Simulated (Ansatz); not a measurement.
Coupled-cluster run, `[SiH3][Zn][GaH2]`.

```yaml
crystal:
  periodic: [false, false, false]
  atoms:
    - {symbol: Si, position_ang: [-1.127292, 1.652043, -0.740882]}
    - {symbol: Zn, position_ang: [0.145199, -0.212057, 0.096697]}
    - {symbol: Ga, position_ang: [1.448743, -2.124644, 0.952700]}
    - {symbol: H, position_ang: [-2.497697, 1.251875, -1.178116]}
    - {symbol: H, position_ang: [-0.475302, 2.295964, -1.919771]}
    - {symbol: H, position_ang: [-1.303248, 2.721969, 0.285682]}
    - {symbol: H, position_ang: [2.998979, -2.039850, 1.264197]}
    - {symbol: H, position_ang: [0.810608, -3.545291, 1.239493]}
basis:
  gaussian: {orbitals: def2-SVP}
correlation: {method: ccsd_t, frozen_orbitals: {Ga: 9, H: 0, Si: 5, Zn: 9}}
```

```sh
$ ansatz run in.yaml --threads 4 --pin off --events-out ev --progress --plain --max-ram 10444MiB
```

Log, shortened:

```
Functional definition: HF
1045 factors; integrals over basis functions are off by at most 1.2e-3 eV
mean field evaluation 1: about -108634.3196 eV, gradient 1.5e1 eV
mean field evaluation 2: about -108634.3402 eV, gradient 1.5e1 eV
mean field evaluation 4: about -108635.6536 eV, gradient 3.4e0 eV
mean field evaluation 8: about -108635.6854 eV, gradient 1.8e-1 eV
mean field evaluation 16: about -108635.6556 eV, gradient 4.2e-1 eV
mean field -108635.68547361 eV, -3992.2878052429 hartree, gradient 4.0e-6 eV, S^2 0.000000; 0 other end points of the search recorded, 0 dependent functions left out
23 core orbitals not correlated: weight in the atoms' cores, before any rotation towards them, 1.000 or more for the frozen orbitals, at most 0.000 for the correlated occupied ones
reference -108635.68547361 eV, -3992.2878052429 hartree; 17, 17 occupied and 66, 66 virtual orbitals, 1045 factors
second order -16.91177549 eV of doubles, -0.00000000 eV of singles
cycle   1  -16.39747962 eV  change    5.1e-1 eV  update   1.2e-1
cycle   2  -17.07635800 eV  change   -6.8e-1 eV  update   4.4e-2
cycle   3  -17.19820568 eV  change   -1.2e-1 eV  update   1.9e-2
cycle   4  -17.18496258 eV  change    1.3e-2 eV  update   5.1e-3
cycle   5  -17.18262413 eV  change    2.3e-3 eV  update   2.2e-3
cycle   6  -17.18376438 eV  change   -1.1e-3 eV  update   5.0e-4
cycle   7  -17.18351390 eV  change    2.5e-4 eV  update   1.8e-4
cycle   8  -17.18339257 eV  change    1.2e-4 eV  update   5.9e-5
cycle   9  -17.18341896 eV  change   -2.6e-5 eV  update   2.1e-5
perturbative correction -0.51414372 eV, -0.0188944332 hartree
Total energy: -108653.38303630 eV, -3992.9381786757 hartree
```

Hardware: 4 threads of an Arm Neoverse V1 on a shared host. Wall time 4.2 s, peak host memory 0.43 GiB.

Correlation energy per correlated electron: -0.521 eV. T1 diagnostic: 0.0121.
